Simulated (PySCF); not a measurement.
## TDDFT excited states: CHF3W

Compound: W(CH)F3, CHF₃W (singlet state).
SMILES: `[CH]#[W]([F])([F])[F]`

The calculation used TDDFT wB97X-D/def2-SVPD, vertical, gas phase, core orbitals frozen in the response, def2 core potentials past Kr (PySCF). Geometry: PBE0-D3(BJ)/def2-SVP; no solvent, vibrations or thermal averaging. Spin–orbit coupling is left out.

**Question.** Predict the UV-vis stick spectrum at this level.

**Answer.** 

| state | λ (nm) | E (eV) | f | \|μ\| (D) | symmetry | main configurations (H = HOMO, L = LUMO) |
| --- | --- | --- | --- | --- | --- | --- |
| S1 | 331.1 | 3.74 | 0.0000 | 0.00 | – | H-1/H→L/L+1 (≥89%) |
| S2 | 302.2 | 4.10 | 0.0010 | 0.25 | – | H-1/H→L/L+1 (≥95%) |
| S3 | 302.0 | 4.11 | 0.0011 | 0.26 | – | H-1/H→L/L+1 (≥95%) |
| S4 | 295.2 | 4.20 | 0.011 | 0.84 | A1 | H-1/H→L/L+1 (≥79%) |
| S5 | 230.6 | 5.38 | 0.030 | 1.22 | E | H-1/H→L+2 (≥96%) |
| S6 | 230.5 | 5.38 | 0.030 | 1.21 | E | H-1/H→L+2 (≥96%) |
| S7 | 224.7 | 5.52 | 0.0000 | 0.04 | – | H-1/H→L+4 (≥46%), H-1/H→L+5 (≥44%) |
| S8 | 212.4 | 5.84 | 0.0000 | 0.04 | – | H-1/H→L+5 (≥47%), H-1/H→L+4 (≥45%) |
| S9 | 212.3 | 5.84 | 0.0000 | 0.02 | – | H-1/H→L+4 (≥46%), H-1/H→L+5 (≥46%) |

Triplets (Tamm–Dancoff): T1 3.29 eV, H-1/H→L/L+1 (≥83%); T2 3.48 eV, H-1/H→L/L+1 (≥91%); T3 3.49 eV, H-1/H→L/L+1 (≥91%).

The lowest singlet comes at 331 nm (361 kJ/mol) in the ultraviolet; it is dark (f under 0.0005); its leading configuration is HOMO-1/HOMO→LUMO/LUMO+1 (≥89%). The strongest level in the table is S5/S6 at 5.38 eV (231 nm, f = 0.060 summed). S2/S3, S5/S6 and S8/S9 lie within about 0.01 eV of each other in each set; the point group C3v has degenerate representations, and within a degenerate level the listed configurations can mix freely. For S1 the Löwdin share of tungsten is 38% in HOMO and 62% in LUMO; for S5 the Löwdin share of tungsten is 38% in HOMO and 56% in LUMO+2. Of the 9 states listed, 3 reach f = 0.01 and 4 stay under 0.0005. Orbital energies (eV): HOMO-3 -14.46, HOMO-2 -13.61, HOMO-1 -9.86, HOMO -9.86, LUMO -0.25, LUMO+1 -0.25, LUMO+2 0.79. No computed singlet lies in the visible range (380 to 750 nm); the lowest, at 331 nm, stands 0.48 eV above its violet end (3.26 eV). All these states lie below the vertical ionisation energy of 10.35 eV (ΔSCF). Symmetry labels in C3v follow from the direction of the transition dipole and are given only for states with f of 0.002 or more. Orbitals of the list HOMO-3 to LUMO+2 that lie within 0.01 eV of each other are written together with a slash and their weights summed (≥ marks a lower bound); for degenerate orbitals outside that list single weights are arbitrary. Only the lowest 10 singlets were computed, as vertical energies without vibronic structure. The highest level found (6.66 eV, f 0.0011 so far) is left out, since the window may have cut off a degenerate partner.
